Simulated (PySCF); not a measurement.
**`B[Si@H]1C[C@H]1Cl`, C$_{2}$H$_{6}$BClSi**

Molfile (atoms numbered from 1):
```
C2H6BClSi
     RDKit          3D

 11 11  0  0  0  0  0  0  0  0999 V2000
    2.1014   -0.2701   -0.0497 B   0  0  0  0  0  0  0  0  0  0  0  0
    0.4444    0.2969    0.6968 Si  0  0  1  0  0  4  0  0  0  0  0  0
   -1.0055    0.7913   -0.4654 C   0  0  0  0  0  0  0  0  0  0  0  0
   -1.2058   -0.5560    0.1400 C   0  0  1  0  0  0  0  0  0  0  0  0
   -1.1824   -1.9369   -0.9500 Cl  0  0  0  0  0  0  0  0  0  0  0  0
    3.1003   -0.1371    0.5458 H   0  0  0  0  0  0  0  0  0  0  0  0
    2.1620   -0.7543   -1.1131 H   0  0  0  0  0  0  0  0  0  0  0  0
    0.1269    0.8731    2.0109 H   0  0  0  0  0  0  0  0  0  0  0  0
   -0.8154    0.8094   -1.5279 H   0  0  0  0  0  0  0  0  0  0  0  0
   -1.7059    1.5554   -0.1618 H   0  0  0  0  0  0  0  0  0  0  0  0
   -2.0146   -0.6691    0.8484 H   0  0  0  0  0  0  0  0  0  0  0  0
  1  2  1  0
  2  3  1  0
  3  4  1  0
  4  5  1  0
  4  2  1  0
  1  6  1  0
  1  7  1  0
  2  8  1  1
  3  9  1  0
  3 10  1  0
  4 11  1  1
M  END
```

Method: TDDFT LC-wPBE/def2-SVPD circular dichroism and optical rotation, one conformer, gas phase (PySCF). Geometry: GFN2-xTB.

(1) Draw the ECD and absorption spectra from the lowest 16 states, each a Gaussian of half-width 0.25 eV at 1/e height.

Answers

(1) 
```tsv
E (eV)	λ (nm)	Δε (L mol⁻¹ cm⁻¹)	ε (L mol⁻¹ cm⁻¹)
3.69	336	-0.29	225
3.84	323	-2.27	1730
3.99	311	-8.49	6470
4.14	300	-15.43	11800
4.29	289	-13.22	10500
4.44	279	-3.04	4690
4.59	270	+6.88	1440
4.74	262	+11.01	775
4.89	254	+7.20	463
5.04	246	+0.45	193
5.19	239	-7.57	207
5.34	232	-15.47	366
5.49	226	-13.27	382
5.64	220	+2.44	362
5.79	214	+23.66	580
5.94	209	+32.53	766
6.09	204	+19.10	827
6.24	199	+0.66	1350
6.39	194	-7.14	1950
6.54	190	-1.51	1770
6.69	185	+11.06	1460
6.84	181	+16.87	1330
6.99	177	+8.92	1170
7.14	174	-8.51	2500
7.29	170	-28.48	6580
7.44	167	-29.83	10000
7.59	163	-6.81	8740
7.74	160	+12.03	4960
7.89	157	+18.04	2750
8.04	154	+14.08	2320
8.19	151	+2.44	2040
8.34	149	-2.98	1630
```
Δε uses R in velocity form, ε uses f in length form. Only the states computed contribute, so the short-wavelength end is incomplete.

The sign of the CD band at 156 nm isn't settled: the length form gives the opposite one.
